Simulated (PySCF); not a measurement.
C5H6NOS2 (doublet state).
Atom-mapped SMILES: `[N:1]#[C:2][C@@H:3]([CH2:4][OH:5])[C@@H:6]1[CH:7][S:8][S:9]1` (hydrogens: H10 on C3; H11, H12 on C4; H13 on O5; H14 on C6; H15 on C7)

Cartesian coordinates in Å at the GFN2-xTB level; atoms count from 1:
```xyz
15
C5H6NOS2 angstrom
N     -0.6578    3.0888   -0.3563
C     -0.4248    2.0103   -0.0581
C     -0.1231    0.6408    0.2794
C     -1.4197   -0.1838    0.3054
O     -1.1652   -1.3943    0.9734
C      0.8899    0.0788   -0.7448
C      1.4876   -1.2375   -0.4158
S      3.1136   -0.8299    0.0040
S      2.4823    1.0185   -0.7237
H      0.3236    0.6090    1.2803
H     -1.7601   -0.3639   -0.7247
H     -2.1935    0.3958    0.8294
H     -1.9799   -1.9025    1.0368
H      0.4500    0.1370   -1.7469
H      0.9726   -2.0591    0.0396
```

The hyperfine couplings belong to this conformer and change with its torsions.

Theory: UKS B3LYP, pcH-1 on C H N O S, non-relativistic, mean-field spin-orbit, GIAO (PySCF 2.14.0). Isolated species at its GFN2-xTB geometry (one conformer only). The geometry wasn't refined by DFT: couplings that depend on bond lengths, twists or pyramidal angles can differ widely from those at the functional's own minimum. No stability test was run, so a lower SCF solution isn't excluded.

Principal values of hyperfine tensors in MHz (contact, dipolar and spin–orbit terms together), for some of the nuclei:

```csv
atom,isotope,A1,A2,A3
C7,13C,76.81,77.48,275.90
H14,1H,77.66,78.69,90.65
C3,13C,56.78,57.04,70.10
C6,13C,-22.22,-21.44,-17.59
S8,33S,-23.10,-16.01,60.50
H10,1H,-7.71,-4.88,1.81
H12,1H,2.32,2.50,5.03
O5,17O,-3.78,-2.46,-2.12
```

Problem. Give the isotropic coupling of each nucleus in MHz and in mT (g = 2.0052), and the anisotropic part.

Solution. a_iso is a third of the trace, T = A − a_iso, and a(mT) = a(MHz)/(g × 13.996). The tensors hold a spin–orbit part: the run splits a_iso into a_FC + a_SO, and T includes its anisotropic share.

| atom | a_iso (MHz) | a_FC | a_SO | a_iso (mT) | T1 | T2 | T3 |
| --- | --- | --- | --- | --- | --- | --- | --- |
| C7 | 143.40 | 142.91 | 0.49 | 5.109 | -66.59 | -65.92 | 132.50 |
| H14 | 82.33 | 82.32 | 0.01 | 2.934 | -4.67 | -3.64 | 8.32 |
| C3 | 61.31 | 61.33 | -0.02 | 2.184 | -4.53 | -4.27 | 8.79 |
| C6 | -20.42 | -20.44 | 0.02 | -0.727 | -1.80 | -1.02 | 2.83 |
| S8 | 7.13 | 7.84 | -0.71 | 0.254 | -30.23 | -23.14 | 53.37 |
| H10 | -3.59 | -3.59 | 0.00 | -0.128 | -4.11 | -1.29 | 5.40 |
| H12 | 3.28 | 3.28 | 0.00 | 0.117 | -0.97 | -0.78 | 1.75 |
| O5 | -2.78 | -2.79 | 0.00 | -0.099 | -0.99 | 0.32 | 0.67 |

Problem. What spin density at the nucleus of H14 lies behind its contact coupling (g_N = 5.58569)?

Solution. a_FC = 800.24 MHz bohr³ × g_N × ρ(0)/(2S). With a_FC = 82.32 MHz and 2S = 1, ρ(0) = 0.01842 bohr⁻³. In magnitude that is 5.8 % of the 1/π = 0.318 of a free hydrogen atom.

Problem. H15 (1H, g_N = 5.58569) isn't in the table. Its spin density at the nucleus is -0.006349 bohr⁻³. What is its contact coupling?

Solution. By the same relation, a_FC = -28.4 MHz. The spin–orbit term adds +0.10 MHz. Its full tensor has the principal values -58.55, -31.29, 5.01 MHz.

Problem. Which nucleus of the table has the largest anisotropic coupling, and what is its form?

Solution. C7: -66.6, -65.9, 132.5 MHz (the dipolar term alone has -67.1, -65.9, 133.0), axial, in the ratio −1:−1:+2, the form that spin in one p orbital centred on that nucleus gives.

Problem. What first-order splitting does C7 cause when the field lies along A1, A2 or A3 of its tensor (g taken as isotropic, no quadrupole term)?

Solution. 2 lines (I = 1/2), spaced by |A_i|/(g × 13.996): 2.74, 2.76, 9.83 mT along the axes of A1, A2 and A3.
